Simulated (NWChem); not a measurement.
System: H₂ cation, doublet

Input file for NWChem:

```
start job
memory heap 200 mb stack 900 mb global 1100 mb
charge 1
geometry units angstroms noautoz
  H      0.000000     0.000000    -0.564879
  H      0.000000     0.000000     0.564879
end
basis spherical
  * library 6-311++g**
end
dft
  odft
  mult 2
  xc pbe0
  iterations 150
  mulliken
end
task dft gradient
```

Parts of the log:

```
             Northwest Computational Chemistry Package (NWChem) 7.3.0
             --------------------------------------------------------

 ORDER OF PRIMARY AXIS IS BEING SET TO 4
 D4H symmetry detected

                             Geometry "geometry" -> ""
                             -------------------------

 Output coordinates in angstroms (scale by  1.889725989 to convert to a.u.)

  No.       Tag          Charge          X              Y              Z
 ---- ---------------- ---------- -------------- -------------- --------------
    1 H                    1.0000     0.00000000     0.00000000    -0.56487900
    2 H                    1.0000     0.00000000     0.00000000     0.56487900

 Effective nuclear repulsion energy (a.u.)       0.4683987624

      Symmetry information
      --------------------

 Group name             D4h
 Group number             28
 Group order              16
 No. of unique centers     1

                                 NWChem DFT Module
                                 -----------------

 Summary of "ao basis" -> "ao basis" (spherical)
 ------------------------------------------------------------------------------
       Tag                 Description            Shells   Functions and Types
 ---------------- ------------------------------  ------  ---------------------
 H                         6-311++g**                5        7   4s1p

      Symmetry analysis of basis
      --------------------------

        a1g         5
        a1u         0
        a2g         0
        a2u         5
        b1g         0
        b1u         0
        b2g         0
        b2u         0
        eg          2
        eu          2

            General Information
            -------------------
          SCF calculation type: DFT
          Wavefunction type:  spin polarized.
          No. of atoms     :     2
          No. of electrons :     1
           Alpha electrons :     1
            Beta electrons :     0
          Charge           :     1
          Spin multiplicity:     2
          Use of symmetry is: on ; symmetry adaption is: on
          Maximum number of iterations: 150
          AO basis - number of functions:    14
                     number of shells:    10
          Convergence on energy requested:  1.00D-06
          Convergence on density requested:  1.00D-05
          Convergence on gradient requested:  5.00D-04

              XC Information
              --------------
                         PBE0 Method XC Functional
                     Hartree-Fock (Exact) Exchange  0.250
          PerdewBurkeErnzerhof Exchange Functional  0.750
            Perdew 1991 LDA Correlation Functional  1.000 local
           PerdewBurkeErnz. Correlation Functional  1.000 non-local

             Grid Information
             ----------------
          Grid used for XC integration:  medium
          Radial quadrature: Mura-Knowles
          Angular quadrature: Lebedev.
          Tag              B.-S. Rad. Rad. Pts. Rad. Cut. Ang. Pts.
          ---              ---------- --------- --------- ---------
          H                   0.35       45          10.0       434
          Grid pruning is: on
          Number of quadrature shells:    45
          Spatial weights used:  Erf1

      Superposition of Atomic Density Guess
      -------------------------------------

 Sum of atomic energies:          -0.99963633

 Renormalizing density from       2.00 to      1

      Non-variational initial energy
      ------------------------------

 Total energy =      -0.479195
 1-e energy   =      -0.947594
 2-e energy   =       0.000000
 HOMO         =      -1.068463
 LUMO         =      -0.675567

   Symmetry analysis of molecular orbitals - initial alpha
   -------------------------------------------------------

  Numbering of irreducible representations:

     1 a1g         2 a1u         3 a2g         4 a2u         5 b1g
     6 b1u         7 b2g         8 b2u         9 eg         10 eu

  Orbital symmetries:

     1 a1g         2 a2u         3 a1g         4 a2u         5 a1g
     6 a2u         7 eu          8 eu          9 a1g        10 eg
    11 eg

   Symmetry analysis of molecular orbitals - initial beta
   ------------------------------------------------------

  Numbering of irreducible representations:

     1 a1g         2 a1u         3 a2g         4 a2u         5 b1g
     6 b1u         7 b2g         8 b2u         9 eg         10 eu

  Orbital symmetries:

     1 a1g         2 a2u         3 a1g         4 a2u         5 a1g
     6 a2u         7 eu          8 eu          9 a1g        10 eg
    11 eg

     ---------------------------------------------
      Total Density - Mulliken Population Analysis
     ---------------------------------------------

    Atom       Charge   Shell Charges
 -----------   ------   -------------------------------------------------------
    1 H    1     0.50   0.11  0.32  0.05 -0.00  0.01
    2 H    1     0.50   0.11  0.32  0.05 -0.00  0.01

     --------------------------------------------
      Spin Density - Mulliken Population Analysis
     --------------------------------------------

    Atom       Charge   Shell Charges
 -----------   ------   -------------------------------------------------------
    1 H    1     0.50   0.11  0.32  0.05 -0.00  0.01
    2 H    1     0.50   0.11  0.32  0.05 -0.00  0.01

[...]

                         DFT ENERGY GRADIENTS

    atom               coordinates                        gradient
                 x          y          z           x          y          z
   1 H       0.000000   0.000000  -1.067467    0.000000   0.000000  -0.004490
   2 H       0.000000   0.000000   1.067467    0.000000  -0.000000   0.004490
```

Level: PBE0/6-311++G** (spherical d), spin-unrestricted. All runs use the structure optimised with PBE-D3(BJ)/def2-SVP, spin-unrestricted. No stability test was run on the SCF state.
